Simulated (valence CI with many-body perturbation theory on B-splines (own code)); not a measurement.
**Ge II in brief**

Computed by configuration interaction combined with many-body perturbation theory (CI+MBPT): three valence electrons over a frozen Dirac-Fock core [Ar] 3d10, a basis of 11 s, 11 p, 9 d, 7 f, 5 g, 2 h, 1 i functions for each j, with the one-electron correlation potential Σ1 (screened to all orders), the two-electron term Σ2, the three-electron term Σ3, Breit, model QED; selected single and double excitations, second order for the rest (own B-spline code, finite nucleus).

Against 19 measured levels this calculation errs by 274 cm⁻¹ on average and by 523 at most. These come from a selection out of the NIST Handbook of Basic Atomic Spectroscopic Data. Levels without a partner in it may be off by more.

Names give the largest LS component (configuration and term), which can be under half, so a name can repeat, a term be missing and a line seem to break the LS rules; names also repeat where a configuration has a term twice.

Rates and lifetimes use the calculated energies. Strong lines usually hold to 10 to 20 %, long lifetimes can be off by a factor of two.

Question: What is the ground level?

Answer: 4s²4p ²P°_1/2, composition 96 % 4s²4p ²P°, g = 0.666.

Question: How well does LS coupling describe the low levels?

Answer: Among the lowest 20 levels the leading LS term, summed over configurations, holds 100 % on average. For single configurations the figures are 87 % in LS and 75 % in jj coupling. Terms hardly mix: every one of these levels is at least 95 % one term.

Question: What is the ionisation energy?

Answer: 15.893 eV; NIST lists 15.9346 eV (measured).

Question: Name the longest-lived excited levels whose lifetime is computed, and their main decay.

Answer: 4s²4p ²P°_3/2 at 1755 cm⁻¹ lives 20.5 s, mostly by M1 to 4s²4p ²P°_1/2; 4s4p² ⁴P_3/2 at 51954 cm⁻¹ lives 13.9 μs, mostly by E1 to 4s²4p ²P°_3/2; 4s4p² ⁴P_5/2 at 53024 cm⁻¹ lives 8.11 μs, mostly by E1 to 4s²4p ²P°_3/2.

Question: What are the static dipole polarisabilities of the lowest levels?

Answer: 4s²4p ²P°_1/2 18.2; 4s²4p ²P°_3/2 18.7 (tensor -1.1) bohr³, of which the core gives 0.763.

Question: How is the term ²P° of the ground level split?

Answer: J = 1/2 at 0.0, J = 3/2 at 1755 cm⁻¹.

Question: Among levels below 110220 cm⁻¹, which E1 lines absorb most strongly from the ground level?

Answer: to 4s²4d ²D_3/2 at 124.1 nm, f = 1.09; to 4s4p² ²P_1/2 at 110.1 nm, f = 0.490; to 4s4p² ²P_3/2 at 108.8 nm, f = 0.260.
